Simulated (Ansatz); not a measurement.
Geometry optimisation, RKS PBE-D4/def2-SVP (Ansatz).

input.yaml

```yaml
crystal:
  periodic: [false, false, false]
  atoms:
    - { symbol: B, position_ang: [0.021999, -0.529599, -0.266538] }
    - { symbol: H, position_ang: [0.011963, 0.334825, 1.961206] }
    - { symbol: H, position_ang: [1.083619, 0.02632, -0.423303] }
    - { symbol: H, position_ang: [-1.072193, -0.040093, -0.420643] }
    - { symbol: Br, position_ang: [0.082239, -2.495767, 0.085881] }
    - { symbol: H, position_ang: [0.008372, -0.380987, 1.852598] }
basis:
  gaussian: { orbitals: def2-SVP }
hamiltonian:
  xc: pbe
  dispersion: d4
relax:
  f_tol: 0.03
  max_steps: 50
```

Launched with:

```bash
$ ansatz run input.yaml --threads 1 --pin off --max-ram 2048MiB --backend cpu --events-out ev --progress --plain --runs-dir out
```

Task: Where does it end, and by what steps?

Result: The run converged. After 4 steps the energy has fallen by 0.153 eV; H6 moved furthest, 0.50 Å.

| step | energy less start (eV) | largest force component (eV/Å) | accepted |
| --- | --- | --- | --- |
| 0 | 0.0000 | 1.926 | yes |
| 1 | -0.1194 | 0.673 | yes |
| 2 | -0.1399 | 0.332 | yes |
| 3 | -0.1513 | 0.196 | yes |
| 4 | -0.1528 | 0.029 | yes |

```xyz
6
Properties=species:S:1:pos:R:3
B 0.027 -0.683 -0.474
H 0.001 0.593 2.311
H 1.080 -0.091 -0.545
H -1.061 -0.155 -0.541
Br 0.084 -2.574 -0.273
H 0.005 -0.176 2.311
```

Whether the end is a true minimum wasn't checked by a vibrational analysis.

Time of the run: 7 s on 1 thread of Arm Neoverse V2 (shared host), peak memory 0.11 GiB.
